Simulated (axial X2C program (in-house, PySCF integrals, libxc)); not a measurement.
**Outer orbitals of HfCl⁻ at 2.407 Å, TPSSh**

Calculated with an in-house all-electron X2C program for linear molecules (integrals from PySCF). Spin-free means the one-electron spin-free X2C Hamiltonian; two-component (2c) means X2C with spin–orbit coupling and atomic mean-field two-electron Coulomb and Gaunt terms, so the difference of the two also holds small scalar two-electron terms. Basis: Hf dyall-acv3z [14s15p10d7f4g], Cl dyall-av3z [9s8p3d2f] (cores contracted in-house); Gaussian nuclei, density fitting, unrestricted open shells. Masses: Hf 179.947 u, Cl 34.969 u.

The distance is close to the 2c PBE0 minimum; the highest filled and lowest empty levels are listed.

Spin-free orbitals, state M_S = 1, Λ = 0 (beyond evenly filled blocks: δ+α, δ-α) (Löwdin shares):

```csv
symmetry,occupied,ε (eV),atomic character
σα,yes,-13.08,100% Hf f
π-α,yes,-13.05,100% Hf f
π+α,yes,-13.05,100% Hf f
σβ,yes,-12.96,100% Hf f
π-β,yes,-12.94,100% Hf f
π+β,yes,-12.94,100% Hf f
δ-α,yes,-12.94,100% Hf f
δ+α,yes,-12.94,100% Hf f
δ+β,yes,-12.83,100% Hf f
δ-β,yes,-12.83,100% Hf f
φ-α,yes,-12.75,100% Hf f
φ+α,yes,-12.75,100% Hf f
φ-β,yes,-12.52,100% Hf f
φ+β,yes,-12.52,100% Hf f
σβ,yes,-5.01,"81% Cl p, 8% Hf d, 5% Hf s"
σα,yes,-5.00,"82% Cl p, 7% Hf d, 5% Hf s"
π-α,yes,-4.08,"82% Cl p, 8% Hf d, 4% Hf f"
π+α,yes,-4.08,"82% Cl p, 8% Hf d, 4% Hf f"
π+β,yes,-4.07,"83% Cl p, 7% Hf d, 4% Hf f"
π-β,yes,-4.07,"83% Cl p, 7% Hf d, 4% Hf f"
σα,yes,-0.61,"65% Hf s, 18% Hf d, 8% Cl p"
σβ,yes,0.27,"65% Hf s, 25% Hf p, 5% Cl p"
δ-α,yes,1.38,98% Hf d
δ+α,yes,1.38,98% Hf d
π+α,no,1.82,98% Hf p
π-α,no,1.82,98% Hf p
σβ,no,1.84,97% Hf p
π+β,no,1.86,98% Hf p
π-β,no,1.86,98% Hf p
```

The highest filled level is positive, so this functional does not bind it, and the empty levels of an anion are set by the basis.

The lowest two-component determinant found has another configuration (Ω = 2 (⟨Sz⟩ = -0.95, ⟨Lz⟩ = 2.95 at TPSSh)), so the levels differ by more than spin–orbit coupling. Its spinors:

```json
{"ω": "-5/2", "occupied": "yes", "ε (eV)": "-12.86", "atomic character": "100% Hf f", "λ mixture": "83% δ, 17% φ"}
{"ω": "-7/2", "occupied": "yes", "ε (eV)": "-12.86", "atomic character": "100% Hf f", "λ mixture": "100% φ"}
{"ω": "-3/2", "occupied": "yes", "ε (eV)": "-12.85", "atomic character": "100% Hf f", "λ mixture": "68% π, 32% δ"}
{"ω": "-1/2", "occupied": "yes", "ε (eV)": "-12.85", "atomic character": "100% Hf f", "λ mixture": "54% σ, 46% π"}
{"ω": "1/2", "occupied": "yes", "ε (eV)": "-12.85", "atomic character": "100% Hf f", "λ mixture": "60% σ, 40% π"}
{"ω": "3/2", "occupied": "yes", "ε (eV)": "-12.82", "atomic character": "100% Hf f", "λ mixture": "74% π, 26% δ"}
{"ω": "5/2", "occupied": "yes", "ε (eV)": "-12.77", "atomic character": "100% Hf f", "λ mixture": "88% δ, 12% φ"}
{"ω": "7/2", "occupied": "yes", "ε (eV)": "-12.73", "atomic character": "100% Hf f", "λ mixture": "100% φ"}
{"ω": "-1/2", "occupied": "yes", "ε (eV)": "-5.23", "atomic character": "81% Cl p, 7% Hf d, 6% Hf s", "λ mixture": "100% σ"}
{"ω": "1/2", "occupied": "yes", "ε (eV)": "-5.18", "atomic character": "82% Cl p, 7% Hf d, 5% Hf s", "λ mixture": "100% σ"}
{"ω": "1/2", "occupied": "yes", "ε (eV)": "-4.37", "atomic character": "82% Cl p, 9% Hf d, 4% Hf f", "λ mixture": "100% π"}
{"ω": "-1/2", "occupied": "yes", "ε (eV)": "-4.32", "atomic character": "83% Cl p, 7% Hf d, 4% Hf f", "λ mixture": "100% π"}
{"ω": "-3/2", "occupied": "yes", "ε (eV)": "-4.26", "atomic character": "82% Cl p, 8% Hf d, 4% Hf f", "λ mixture": "100% π"}
{"ω": "3/2", "occupied": "yes", "ε (eV)": "-4.24", "atomic character": "83% Cl p, 7% Hf d, 4% Hf f", "λ mixture": "100% π"}
{"ω": "-1/2", "occupied": "yes", "ε (eV)": "-0.84", "atomic character": "67% Hf s, 13% Hf d, 8% Cl p", "λ mixture": "100% σ"}
{"ω": "1/2", "occupied": "yes", "ε (eV)": "0.08", "atomic character": "71% Hf s, 9% Hf p, 8% Hf d", "λ mixture": "100% σ"}
{"ω": "3/2", "occupied": "yes", "ε (eV)": "0.82", "atomic character": "98% Hf d", "λ mixture": "99% δ, 1% π"}
{"ω": "1/2", "occupied": "yes", "ε (eV)": "1.12", "atomic character": "61% Hf d, 33% Hf p, 3% Cl p", "λ mixture": "96% π, 4% σ"}
{"ω": "-3/2", "occupied": "no", "ε (eV)": "1.65", "atomic character": "96% Hf p, 4% Hf d", "λ mixture": "100% π"}
{"ω": "1/2", "occupied": "no", "ε (eV)": "1.71", "atomic character": "91% Hf p, 8% Hf d", "λ mixture": "99% π, 1% σ"}
{"ω": "-1/2", "occupied": "no", "ε (eV)": "1.71", "atomic character": "97% Hf p", "λ mixture": "100% σ"}
{"ω": "1/2", "occupied": "no", "ε (eV)": "1.83", "atomic character": "98% Hf p", "λ mixture": "99% σ, 1% π"}
{"ω": "-1/2", "occupied": "no", "ε (eV)": "1.83", "atomic character": "98% Hf p", "λ mixture": "100% π"}
{"ω": "3/2", "occupied": "no", "ε (eV)": "1.83", "atomic character": "99% Hf p", "λ mixture": "100% π"}
```

The highest filled level is positive, so this functional does not bind it, and the empty levels of an anion are set by the basis.

Task: How does the gap between the highest filled and lowest empty level change from the spin-free to the 2c table?

Result: From 0.44 to 0.53 eV at TPSSh, a change of 0.09 eV.

Mulliken charges and populations of the two-component result (they depend on the basis, above all on diffuse functions):

Hf -0.53 e (s 11.82 p 24.50 d 22.16 f 14.04 g 0.01), Cl -0.47 e (s 5.99 p 11.46 d 0.02). ⟨Lz⟩ = 2.95 ħ and ⟨Sz⟩ = -0.95 ħ (-0.95 and 0.00 on the two atoms), which add up to Ω.

One determinant describes the state; a PBE0 search over occupations chose it and may have missed a lower one. Density functionals use the spin component along the axis (collinear). Other states lie close and PBE0, whose exact exchange favours high spin, may order them wrongly; the determinant shown need not be the ground state. The nearest other spin-free determinant of the search, M_S = 1, Λ = 3, lies 0.06 eV up at the distance of the search. Without a current term, density functionals place determinants with orbital angular momentum somewhat too high. With several unpaired electrons one determinant need not be a pure state. A state of lower Ω lies just above, and one determinant can place such states too high, so the state shown need not be the lowest. The search has Ω = 1 only 0.09 eV up. The highest occupied level of some functionals is positive through self-interaction error; at Hartree–Fock it is bound. The determinant is spin-polarised beyond a pure state at some levels (its spin-free form has ⟨S²⟩ too high), which makes Re and μ there less reliable.
